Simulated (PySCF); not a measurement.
## Correlation energy of Ge (germanium, neutral)

[Ar] 3d10 4s1 4p2 5s1, high-spin 5P determinant (an excited configuration). Computed with PySCF 2.14 in aug-cc-pVTZ-PP with one added diffuse shell each of s, d, f type with ECP10MDF (7s5p5d3f, 68 functions), with a scalar-relativistic core potential. Frozen: 3s2 3p6 3d10; 4 electrons correlated.

```csv
level,correlation energy (mhartree)
CCSD,-19.75
(T),-0.31
CCSD(T),-20.06
```

Diagnostics: T1 = 0.019, D1 = 0.0535, largest double amplitude 0.032.

The outer electron is Rydberg-like, and this basis confines it to a smaller radius and binds it less than a complete one would.

Cost of the coupled-cluster step: of the order of 2.1 core-seconds, for 4 correlated electrons.

Iterations:

```
CC2 = 0
CCSD nocc = (np.int64(4), np.int64(0)), nmo = (59, 59)
frozen orbitals [[0, 1, 2, 3, 4, 5, 6, 7, 8], [0, 1, 2, 3, 4, 5, 6, 7, 8]]
max_cycle = 100
direct = 0
conv_tol = 1e-08
conv_tol_normt = 1e-06
diis_space = 8
diis_start_cycle = 0
Init t2, MP2 energy = -0.0136394592208132
Init E_corr(UCCSD) = -0.0136394592248561
cycle = 1  E_corr(UCCSD) = -0.0175195093254873  dE = -0.0038800501  norm(t1,t2) = 0.036066
cycle = 2  E_corr(UCCSD) = -0.0188023427087442  dE = -0.00128283338  norm(t1,t2) = 0.0186105
cycle = 3  E_corr(UCCSD) = -0.0198021781622272  dE = -0.000999835453  norm(t1,t2) = 0.0111093
cycle = 4  E_corr(UCCSD) = -0.0196739786161367  dE = 0.000128199546  norm(t1,t2) = 0.00411226
cycle = 5  E_corr(UCCSD) = -0.0197506203474071  dE = -7.66417313e-05  norm(t1,t2) = 0.00252661
cycle = 6  E_corr(UCCSD) = -0.0197453461009861  dE = 5.27424642e-06  norm(t1,t2) = 0.000926049
cycle = 7  E_corr(UCCSD) = -0.019757900718948  dE = -1.2554618e-05  norm(t1,t2) = 0.000248079
cycle = 8  E_corr(UCCSD) = -0.019752938306294  dE = 4.96241265e-06  norm(t1,t2) = 0.00011783
cycle = 9  E_corr(UCCSD) = -0.0197550666178924  dE = -2.1283116e-06  norm(t1,t2) = 5.85184e-05
cycle = 10  E_corr(UCCSD) = -0.0197548765701868  dE = 1.90047706e-07  norm(t1,t2) = 1.27988e-05
cycle = 11  E_corr(UCCSD) = -0.019754896064854  dE = -1.94946671e-08  norm(t1,t2) = 6.4734e-06
cycle = 12  E_corr(UCCSD) = -0.0197549276602413  dE = -3.15953874e-08  norm(t1,t2) = 2.92152e-06
cycle = 13  E_corr(UCCSD) = -0.0197549402384289  dE = -1.25781876e-08  norm(t1,t2) = 3.92333e-07
cycle = 14  E_corr(UCCSD) = -0.0197549397762883  dE = 4.62140631e-10  norm(t1,t2) = 1.16135e-07
UCCSD converged
E(UCCSD) = -293.0371276791298  E_corr = -0.01975493977628831
UCCSD(T) correction = -0.000310514716274994
```
